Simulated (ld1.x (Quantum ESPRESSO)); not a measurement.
Results of a calculation; reference values are marked as such.
# Potentials for carbon compared

Generated with ld1.x 7.5 (TM, RRKJ, ultrasoft, PAW), atompaw 4.2 or ONCVPSP 4.0.1. The cutoff is in Ry: for ld1.x and atompaw files where the sum of valence levels is converged to 10 mRy in a Bessel basis, for ONCV files where the hardest occupied wave has 1 mHa per electron of residual kinetic energy. The error is the largest all-electron minus pseudo excitation energy over each file’s own four to seven test configurations (ionisations up to +4, promotions, holes and added fractions of an electron), all of which were solved. The labels leave out finer settings (local radius, basis sizes, second energies), which also bear on the numbers. Spin-polarised tests are not counted. The rows are a selection from randomly drawn settings: files with unsolved tests, undetermined cutoffs or missed reference levels are left out.

```csv
potential,cutoff (Ry),largest error (meV),bound ghosts
"RRKJ, LDA (PZ), scalar-relativistic, rc 0.88/1.55/1.40 (spd), local s, core correction yes, reference 2s2 2p0.5",60,+183,none
"TM, PBE, non-relativistic, rc 0.95/2.30/1.75 (spd), local s, core correction yes, reference 2s2 2p2",35,+902,none
"TM, PBEsol, scalar-relativistic, rc 1.30/2.75 (sp), local p, core correction no, reference 2s1.75 2p2.25",30,+853,none
"RRKJ, LDA (PZ), scalar-relativistic, rc 1.30/1.50 (sp), local smoothed, core correction yes, reference 2s1.5 2p2.5",50,+434,none
"PAW, PBEsol, non-relativistic, rc 1.35/1.95/1.70 (spd), local smoothed, core correction yes, reference 2s2 2p2",18,-21,none
"RRKJ, LDA (PZ), scalar-relativistic, rc 1.05/1.90/1.80 (spd), local d, core correction no, reference 2s2 2p0",55,+557,none
"TM, PBEsol, non-relativistic, rc 0.80/2.25 (sp), local s, core correction no, reference 2s2 2p2",100,+837,none
```

(1) Fill in the row for C: PAW, PBEsol, scalar-relativistic, rc 1.10/2.15/1.95 (spd), local smoothed, core correction yes, reference 2s2 2p1.5.

Results:

(1) cutoff 21 Ry, largest error -15 meV, bound ghosts: none.
